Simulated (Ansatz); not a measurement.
Reactions of `C=C=CCC`.

Isolated molecules relaxed with PBE0-D4/def2-TZVP in Ansatz; ΔE leaves out vibrations. CBS: MP2 limit from def2 TZ/QZ plus the TZ coupled-cluster correction, frozen cores. This one scheme is used for every species. Functionals use def2-TZVPP. B3LYP here is the variant with VWN-RPA as its local correlation; programs differ in this. For Ge, Zn outer-core shells are correlated without core-valence functions, which leaves a few kJ/mol of doubt a bond. Scalar relativity is left out up to krypton. One conformer a species, not always the lowest.

```tsv
reaction	B2PLYP (kJ/mol)	B3LYP-D4 (kJ/mol)	CCSD(T)/CBS(def2) (kJ/mol)
`C=C=CCC` + `C1=C[SiH2]1` → `CCC1=C[SiH2]1` + `C=C=C`	-14	-17	-13
`C=C=CCC` + CH₃NH₂ → `CCNC` + `C=C=C`	25	24	27
`C=C=CCC` + `C[S][Zn][SH]` → `C[S][Zn][S]C` + `C=C=CC`	25	22	27
`C=C=CCC` + GeH₄ → `C=C=C[CH2][GeH3]` + CH₄	-32	-33	-35
`C=C=CCC` + HCl → `C=C=CCCl` + CH₄	10	8	15
`C=C=CCC` + `[CH3][Al]([OH])[OH]` → `C[O][Al]([CH3])[OH]` + `C=C=CC`	56	52	63
`C=C=CCC` + CH₃OH → `C=C=COC` + `CC`	24	21	31
```

Largest T1 diagnostic: 0.014, for `C[S][Zn][SH]`.
